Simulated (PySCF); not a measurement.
C4H9FSi, SMILES C[SiH](C)/C=C\F. Geometry optimised at PBE0-D3(BJ)/def2-SVP. The structure was generated by enumeration; whether it is a known compound was not checked. One conformer was computed; it need not be the lowest.

Computed equilibrium geometry at PBE0-D3(BJ)/def2-SVP (PySCF confirms it by a frequency run) as bond lengths and angles, and its point group (one conformer of several):
point group Cs.
Atoms: C1 Si2 C3 C4 C5 F6 H7 H8 H9 H10 H11 H12 H13 H14 H15. Bonds (Å): C1–Si2 1.879, C1–H7 1.101, C1–H8 1.101, C1–H9 1.101, Si2–C3 1.879, Si2–C4 1.882, Si2–H10 1.498, C3–H11 1.101, C3–H12 1.101, C3–H13 1.101, C4–C5 1.329, C4–H14 1.095, C5–F6 1.339, C5–H15 1.096. Bond angles (°): Si2–C1–H7 111.1, Si2–C1–H8 111.1, Si2–C1–H9 109.9, H7–C1–H8 108.2, H7–C1–H9 108.3, H8–C1–H9 108.1, C1–Si2–C3 110.6, C1–Si2–C4 110.1, C1–Si2–H10 109.6, C3–Si2–C4 110.1, C3–Si2–H10 109.6, C4–Si2–H10 106.7, Si2–C3–H11 109.9, Si2–C3–H12 111.1, Si2–C3–H13 111.1, H11–C3–H12 108.3, H11–C3–H13 108.1, H12–C3–H13 108.2, Si2–C4–C5 123.4, Si2–C4–H14 121.4, C5–C4–H14 115.3, C4–C5–F6 122.0, C4–C5–H15 126.8, F6–C5–H15 111.2.
Charge 0, spin multiplicity 1.
